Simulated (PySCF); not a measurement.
H6P2Si, SMILES P[SiH2]P. Atoms are numbered in the order given.

```xyz
9

Si     0.0000     0.0000     0.8240
P      1.9498     0.0000    -0.3351
P     -1.9498     0.0000    -0.3351
H      0.0000     1.2127     1.6982
H      0.0000    -1.2127     1.6982
H      1.5325    -1.0417    -1.2204
H      1.5325     1.0417    -1.2204
H     -1.5325     1.0417    -1.2204
H     -1.5325    -1.0417    -1.2204
```
Charge 0, spin multiplicity 1.

The structure is a stationary point at PBE0-D3(BJ)/def2-SVP. Other conformers were not sampled.

Computed with PBE0-D3(BJ)/def2-SVP (PySCF).

Frequencies are harmonic and unscaled.

Computed vibrational spectrum:
```tsv
mode	ν (cm⁻¹)	IR (km/mol)	Raman (Å⁴/amu)	depolarisation	moving atoms (share of kinetic energy)
1	124	0.0	1.5	0.75	H 99 %
2	138	4.3	11.2	0.47	P 59 %, Si 25 %, H 16 %
3	164	11.4	0.2	0.75	H 81 %, P 12 %
4	357	21.5	0.1	0.75	H 89 %, Si 10 %
5	402	4.2	24.4	0.11	P 63 %, Si 35 %
6	490	10.5	9.3	0.75	Si 53 %, P 37 %, H 11 %
7	561	0.0	0.1	0.75	H 100 %
8	573	39.1	1.7	0.75	H 94 %
9	685	0.7	4.0	0.60	H 86 %, P 8 %
10	772	1.0	8.9	0.75	H 89 %, Si 8 %
11	823	0.0	33.0	0.75	H 97 %
12	832	128.7	8.6	0.75	H 87 %, Si 10 %
13	899	68.4	25.2	0.73	H 96 %
14	1084	0.4	2.5	0.75	H 97 %
15	1088	31.7	46.4	0.75	H 97 %
16	2223	79.6	201.4	0.07	H 98 %
17	2232	73.7	130.6	0.75	H 96 %
18	2399	0.8	0.0	–	H 97 %
19	2401	55.6	250.8	0.11	H 97 %
20	2414	0.0	0.8	0.75	H 97 %
21	2416	88.6	160.9	0.75	H 97 %
```
